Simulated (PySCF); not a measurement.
C6H5O, doublet, geometry from GFN2-xTB; DF-CAMB3LYP/pcseg-1 (PySCF).

Here is a job for PySCF.
```python
from pyscf import gto, scf, dft

mol = gto.Mole()
mol.atom = '''
    O    -2.267451    0.049008   -0.044075
    C    -0.908781    0.004792   -0.018629
    C    -0.287787   -1.249453   -0.087082
    C     1.070582   -1.276374   -0.060520
    C     1.886388   -0.185690    0.027263
    C     1.258750    1.055318    0.094719
    C    -0.121378    1.146733    0.071889
    H    -2.568753    0.963990    0.009024
    H    -0.899647   -2.134512   -0.157271
    H     2.961665   -0.263738    0.044608
    H     1.856819    1.952416    0.165402
    H    -0.597117    2.117824    0.124994
'''
mol.basis = 'pcseg-1'
mol.charge = 0
mol.spin = 1
mol.verbose = 4
mol.build()

mf = dft.UKS(mol)
mf.xc = 'camb3lyp'
mf.grids.level = 5
mf = mf.density_fit(auxbasis='def2-universal-jkfit')
mf.kernel()
mf.analyze()
```

Problem. What does PySCF print? Leave out banner, timings and long lists.

Solution. 
```
PySCF version 2.14.0

[INPUT] verbose = 4
[INPUT] num. atoms = 12
[INPUT] num. electrons = 49
[INPUT] charge = 0
[INPUT] spin (= nelec alpha-beta = 2S) = 1
[INPUT] symmetry False subgroup None
[INPUT] Mole.unit = angstrom
[INPUT] Symbol           X                Y                Z      unit          X                Y                Z       unit  Magmom
[...]
nuclear repulsion = 262.719710725417
number of shells = 31
number of NR pGTOs = 210
number of NR cGTOs = 123
basis = pcseg-1
ecp = {}

******** <class 'pyscf.df.df_jk.DFUKS'> ********
method = DFUKS
initial guess = minao
damping factor = 0
level_shift factor = 0
DIIS = <class 'pyscf.scf.diis.CDIIS'>
diis_start_cycle = 1
diis_space = 8
diis_damp = 0
SCF conv_tol = 1e-09
SCF conv_tol_grad = None
SCF max_cycles = 50
direct_scf = False
number electrons alpha = 25  beta = 24
XC library pyscf.dft.libxc version 7.1.2
    S. Lehtola, C. Steigemann, M. J. T. Oliveira, and M. A. L. Marques,  SoftwareX 7, 1–5 (2018)
XC functionals = camb3lyp
    T. Yanai, D. P. Tew, and N. C. Handy,  Chem. Phys. Lett. 393, 51 (2004)
radial grids:
    Treutler-Ahlrichs [JCP 102, 346 (1995); DOI:10.1063/1.469408] (M4) radial grids

becke partition: Becke, JCP 88, 2547 (1988); DOI:10.1063/1.454033
pruning grids: <function nwchem_prune>
grids dens level: 5
symmetrized grids: False
atomic radii adjust function: <function treutler_atomic_radii_adjust>
small_rho_cutoff = 0
Set gradient conv threshold to 3.16228e-05
tot grids = 418552
******** <class 'pyscf.df.df.DF'> ********
auxbasis = def2-universal-jkfit
Create RSH-DF object <pyscf.df.df.DF object> for omega=0.33
******** <class 'pyscf.df.df.DF'> ********
auxbasis = auxmol.basis = def2-universal-jkfit
init E= -308.065068297663

cycle= 1 E= -306.498321543638  delta_E= 1.57  |g|= 0.385  |ddm|= 2.82
cycle= 2 E= -306.502371748505  delta_E= -0.00405  |g|= 0.424  |ddm|= 0.76
cycle= 3 E= -306.566142777068  delta_E= -0.0638  |g|= 0.0502  |ddm|= 0.362
cycle= 4 E= -306.567430895416  delta_E= -0.00129  |g|= 0.0229  |ddm|= 0.0704
cycle= 5 E= -306.567786153842  delta_E= -0.000355  |g|= 0.00671  |ddm|= 0.0346
cycle= 6 E= -306.567843389077  delta_E= -5.72e-05  |g|= 0.00312  |ddm|= 0.0139
cycle= 7 E= -306.567863871918  delta_E= -2.05e-05  |g|= 0.002  |ddm|= 0.00864
cycle= 8 E= -306.5678750573  delta_E= -1.12e-05  |g|= 0.00119  |ddm|= 0.00627
cycle= 9 E= -306.567880827162  delta_E= -5.77e-06  |g|= 0.000839  |ddm|= 0.00469
cycle= 10 E= -306.567884138664  delta_E= -3.31e-06  |g|= 0.000413  |ddm|= 0.00435
cycle= 11 E= -306.567885242983  delta_E= -1.1e-06  |g|= 0.000195  |ddm|= 0.00348
cycle= 12 E= -306.567885313673  delta_E= -7.07e-08  |g|= 0.000106  |ddm|= 0.000695
cycle= 13 E= -306.567885331254  delta_E= -1.76e-08  |g|= 5.03e-05  |ddm|= 0.00034
cycle= 14 E= -306.567885333478  delta_E= -2.22e-09  |g|= 2.63e-05  |ddm|= 9.61e-05
cycle= 15 E= -306.567885334271  delta_E= -7.92e-10  |g|= 9.27e-06  |ddm|= 5.94e-05
Extra cycle  E= -306.567885334308  delta_E= -3.73e-11  |g|= 9.1e-06  |ddm|= 2.08e-05
converged SCF energy = -306.567885334308  <S^2> = 0.75828002  2S+1 = 2.0082629
**** SCF Summaries ****
Total Energy =                        -306.567885334308073
Nuclear Repulsion Energy =             262.719710725417201
One-electron Energy =                 -934.429423021747880
Two-electron Energy =                  365.141826962022662
Two-electron Coulomb Energy =          407.993580005266836
DFT Exchange-Correlation Energy =      -42.851753043244187
**** MO energy ****
                             alpha | beta                alpha | beta
[...]
To work with the spin densities directly, `use mulliken_meta_spin()` only printing them here.

 ** Mulliken spin pop alpha/beta on meta-lowdin orthogonal AOs **
 ** Mulliken Spin Density (per AO)  **
spin_pop of  0 O 1s       -0.00000
spin_pop of  0 O 2s        0.00138
spin_pop of  0 O 3s        0.00006
spin_pop of  0 O 2px       0.00076
spin_pop of  0 O 2py      -0.00002
spin_pop of  0 O 2pz       0.00326
spin_pop of  0 O 3px       0.00001
spin_pop of  0 O 3py       0.00003
spin_pop of  0 O 3pz       0.00004
spin_pop of  0 O 3dxy      0.00002
spin_pop of  0 O 3dyz     -0.00000
spin_pop of  0 O 3dz^2    -0.00000
spin_pop of  0 O 3dxz     -0.00000
spin_pop of  0 O 3dx2-y2   -0.00001
spin_pop of  1 C 1s       -0.00000
spin_pop of  1 C 2s        0.01327
spin_pop of  1 C 3s        0.00009
spin_pop of  1 C 2px       0.00087
spin_pop of  1 C 2py       0.02338
spin_pop of  1 C 2pz       0.02021
spin_pop of  1 C 3px       0.00003
spin_pop of  1 C 3py       0.00006
spin_pop of  1 C 3pz       0.00007
spin_pop of  1 C 3dxy     -0.00002
spin_pop of  1 C 3dyz     -0.00008
spin_pop of  1 C 3dz^2     0.00000
spin_pop of  1 C 3dxz      0.00001
spin_pop of  1 C 3dx2-y2    0.00014
spin_pop of  2 C 1s        0.00000
spin_pop of  2 C 2s       -0.00544
spin_pop of  2 C 3s        0.00033
spin_pop of  2 C 2px      -0.00812
spin_pop of  2 C 2py      -0.00992
spin_pop of  2 C 2pz      -0.04194
spin_pop of  2 C 3px       0.00099
spin_pop of  2 C 3py       0.00050
spin_pop of  2 C 3pz      -0.00029
spin_pop of  2 C 3dxy      0.00058
spin_pop of  2 C 3dyz      0.00002
spin_pop of  2 C 3dz^2     0.00008
spin_pop of  2 C 3dxz      0.00004
spin_pop of  2 C 3dx2-y2    0.00001
spin_pop of  3 C 1s       -0.00001
spin_pop of  3 C 2s        0.14976
spin_pop of  3 C 3s        0.00386
spin_pop of  3 C 2px       0.14797
spin_pop of  3 C 2py       0.60735
spin_pop of  3 C 2pz       0.06962
spin_pop of  3 C 3px       0.00097
spin_pop of  3 C 3py       0.00401
spin_pop of  3 C 3pz       0.00010
spin_pop of  3 C 3dxy     -0.00034
spin_pop of  3 C 3dyz     -0.00027
spin_pop of  3 C 3dz^2     0.00034
spin_pop of  3 C 3dxz     -0.00007
spin_pop of  3 C 3dx2-y2   -0.00031
spin_pop of  4 C 1s        0.00000
spin_pop of  4 C 2s       -0.00544
spin_pop of  4 C 3s        0.00035
spin_pop of  4 C 2px      -0.00747
spin_pop of  4 C 2py      -0.00672
spin_pop of  4 C 2pz      -0.03875
spin_pop of  4 C 3px       0.00019
spin_pop of  4 C 3py       0.00123
spin_pop of  4 C 3pz      -0.00031
spin_pop of  4 C 3dxy      0.00016
spin_pop of  4 C 3dyz      0.00005
spin_pop of  4 C 3dz^2     0.00008
spin_pop of  4 C 3dxz      0.00001
spin_pop of  4 C 3dx2-y2    0.00035
spin_pop of  5 C 1s       -0.00000
spin_pop of  5 C 2s        0.01102
spin_pop of  5 C 3s        0.00009
spin_pop of  5 C 2px       0.00590
spin_pop of  5 C 2py       0.02096
spin_pop of  5 C 2pz       0.02305
spin_pop of  5 C 3px       0.00001
spin_pop of  5 C 3py       0.00012
spin_pop of  5 C 3pz       0.00014
spin_pop of  5 C 3dxy      0.00010
spin_pop of  5 C 3dyz     -0.00002
spin_pop of  5 C 3dz^2    -0.00000
spin_pop of  5 C 3dxz     -0.00005
spin_pop of  5 C 3dx2-y2   -0.00001
spin_pop of  6 C 1s        0.00000
spin_pop of  6 C 2s       -0.00204
spin_pop of  6 C 3s        0.00006
spin_pop of  6 C 2px      -0.00195
spin_pop of  6 C 2py      -0.00166
spin_pop of  6 C 2pz      -0.03251
spin_pop of  6 C 3px       0.00003
spin_pop of  6 C 3py       0.00004
spin_pop of  6 C 3pz      -0.00038
spin_pop of  6 C 3dxy     -0.00000
spin_pop of  6 C 3dyz      0.00002
spin_pop of  6 C 3dz^2     0.00004
spin_pop of  6 C 3dxz      0.00002
spin_pop of  6 C 3dx2-y2   -0.00000
spin_pop of  7 H 1s        0.00252
spin_pop of  7 H 2s        0.00002
spin_pop of  7 H 2px      -0.00000
spin_pop of  7 H 2py       0.00000
spin_pop of  7 H 2pz       0.00001
spin_pop of  8 H 1s        0.02141
spin_pop of  8 H 2s        0.00025
spin_pop of  8 H 2px       0.00001
spin_pop of  8 H 2py       0.00005
spin_pop of  8 H 2pz      -0.00002
spin_pop of  9 H 1s        0.01708
spin_pop of  9 H 2s        0.00024
spin_pop of  9 H 2px       0.00004
spin_pop of  9 H 2py       0.00001
spin_pop of  9 H 2pz      -0.00002
spin_pop of  10 H 1s        0.00627
spin_pop of  10 H 2s        0.00002
spin_pop of  10 H 2px       0.00002
spin_pop of  10 H 2py      -0.00002
spin_pop of  10 H 2pz       0.00001
spin_pop of  11 H 1s        0.00196
spin_pop of  11 H 2s        0.00007
spin_pop of  11 H 2px       0.00000
spin_pop of  11 H 2py       0.00000
spin_pop of  11 H 2pz      -0.00002
 ** Mulliken Spin Density (per atom)  **
spin density of  0 O =      0.00552
spin density of  1 C =      0.05803
spin density of  2 C =     -0.06314
spin density of  3 C =      0.98297
spin density of  4 C =     -0.05627
spin density of  5 C =      0.06131
spin density of  6 C =     -0.03834
spin density of  7 H =      0.00255
spin density of  8 H =      0.02171
spin density of  9 H =      0.01735
spin density of  10 H =      0.00629
spin density of  11 H =      0.00200
 ** Mulliken pop alpha/beta on meta-lowdin orthogonal AOs **
 ** Mulliken pop       alpha | beta **
In total            25.00000 | 24.00000
 ** Mulliken atomic charges   ( Nelec_alpha | Nelec_beta ) **
charge of  0O =     -0.46290  (     4.23421      4.22869 )
charge of  1C =      0.24196  (     2.90804      2.85000 )
charge of  2C =     -0.16100  (     3.04893      3.11207 )
charge of  3C =      0.00393  (     3.48952      2.50655 )
charge of  4C =     -0.14992  (     3.04683      3.10310 )
charge of  5C =     -0.08152  (     3.07142      3.01010 )
charge of  6C =     -0.17832  (     3.06999      3.10833 )
charge of  7H =      0.33251  (     0.33502      0.33247 )
charge of  8H =      0.12715  (     0.44728      0.42557 )
charge of  9H =      0.11765  (     0.44985      0.43250 )
charge of  10H =      0.11118  (     0.44756      0.44126 )
charge of  11H =      0.09929  (     0.45136      0.44935 )
Dipole moment(X, Y, Z, Debye): -0.32846,  2.19995,  0.13592
```
